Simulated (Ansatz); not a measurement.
Wavefunction ladder for CH6AlNO2Si (`O=CO[SiH2][NH][AlH2]`)

```xyz
12

O    -1.762    1.810    0.020
C    -2.315    0.751   -0.099
O    -1.732   -0.356   -0.535
Si   -0.097   -0.254   -1.011
N     0.937    0.228    0.255
Al    2.132   -0.729    1.175
H    -3.375    0.584    0.144
H     0.221   -1.647   -1.385
H    -0.069    0.655   -2.178
H     0.814    1.199    0.519
H     2.302   -2.250    0.782
H     2.945    0.008    2.313
```

The species carries charge 0 and has multiplicity 1. All single points use the PBE0-D4/def2-TZVP geometry. It is one conformer, not always the lowest. Frozen core, restricted reference, Ansatz 0.2.0. CBS rows extrapolate triple and quadruple zeta; past MP2 they add the triple-zeta difference.

```
     basis     HF (Eh)  MP2 corr.
  def2-SVP  -776.14156   -0.81692
def2-TZVPP  -776.63277   -1.02747
def2-QZVPP  -776.66105   -1.10539
```

Q: Estimate the CCSD correlation energy and the (T) correction in each basis where they were run (hartree).

A: 
```
     basis  CCSD corr.       (T)
  def2-SVP    -0.86311  -0.02497
def2-TZVPP    -1.06354  -0.04277
 CBS(def2)    -1.19919     as TZ
```
